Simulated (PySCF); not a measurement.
**C2H13N3Si4**

The system: C2H13N3Si4, a molecule; neutral, singlet. The structure, one conformer, was relaxed in the gas phase by PBE0-D3(BJ)/def2-SVP. No frequency run checks that it is a minimum.

SMILES: C#C[Si](N[SiH3])(N[SiH3])N[SiH3]

| atom | x (Å) | y (Å) | z (Å) |
| --- | --- | --- | --- |
| Si1 | 0.403 | -0.718 | -2.613 |
| N2 | -0.397 | 0.056 | -1.268 |
| Si3 | -0.011 | -0.029 | 0.419 |
| N4 | 1.210 | 1.156 | 0.711 |
| Si5 | 1.738 | 2.319 | -0.480 |
| N6 | -1.408 | 0.299 | 1.384 |
| Si7 | -2.693 | -0.786 | 1.842 |
| C8 | 0.609 | -1.714 | 0.824 |
| C9 | 1.017 | -2.829 | 1.094 |
| H10 | -0.343 | -1.917 | -3.112 |
| H11 | 1.755 | -1.143 | -2.152 |
| H12 | 0.534 | 0.237 | -3.757 |
| H13 | -1.292 | 0.500 | -1.461 |
| H14 | 1.738 | 1.117 | 1.578 |
| H15 | 2.759 | 3.182 | 0.190 |
| H16 | 2.369 | 1.696 | -1.685 |
| H17 | 0.616 | 3.186 | -0.952 |
| H18 | -1.406 | 1.223 | 1.807 |
| H19 | -4.011 | -0.081 | 1.760 |
| H20 | -2.555 | -1.313 | 3.236 |
| H21 | -2.682 | -1.933 | 0.889 |
| H22 | 1.373 | -3.816 | 1.329 |

Shieldings: GIAO PBE0/pcSseg-1. Shifts are against computed references at the same level: C TMS (σ 184.4 ppm), H TMS (σ 31.27 ppm), Si TMS (σ 352.0 ppm). Core levels by delta-SCF with SCAN, pcX-2 on the ionised atom and pcseg-1 elsewhere, spin-free X2C (2p3/2 is the spin-free 2p value less a third of a first-order spin-orbit splitting); from the vacuum level, for chosen atoms.

Problem. Give the NMR and core-level values of the distinct atoms.

Solution. 
```csv
atoms,bonded to,σ (ppm),δ (ppm),core level (eV)
Si1,1 N + 3 H,406.6,-54.6,-
N2,2 Si + 1 H,239.2,-,1s 403.96
Si3,1 C + 3 N,397.6,-45.6,2p3/2 107.27
N4,2 Si + 1 H,238.2,-,1s 403.94
Si5,1 N + 3 H,408.6,-56.6,-
N6,2 Si + 1 H,237.5,-,1s 404.00
Si7,1 N + 3 H,409.1,-57.1,-
C8,1 C + 1 Si,95.3,89.1,-
C9,1 C + 1 H,84.0,100.4,-
H10 H11 H12,1 Si,26.50,4.77,-
H13,1 N,31.31,-0.04,-
H14,1 N,31.00,0.27,-
H15 H16 H17,1 Si,26.65,4.62,-
H18,1 N,31.19,0.08,-
H19 H20 H21,1 Si,26.58,4.68,-
H22,1 C,28.91,2.35,-
```

Values are those of this one static structure, with the three H of a rotating XH3 group averaged; atoms that internal rotation interchanges would show their mean in an NMR spectrum.

Core levels of C8 are left out, their hole states being strongly spin-contaminated.

Problem. By CAM-B3LYP/def2-SVPD (TDDFT singlets, Tamm-Dancoff triplets, ionisation by delta-SCF), where does absorption start, and what does vertical ionisation take?

Solution. The first singlet with intensity lies at 6.25 eV (f 0.001); what lies below it is dark. The lowest singlet lies at 6.00 eV (f 0.000), the strongest of the first 6 at 6.68 eV (f 0.021), the lowest triplet at 4.92 eV; vertical ionisation takes 9.29 eV.
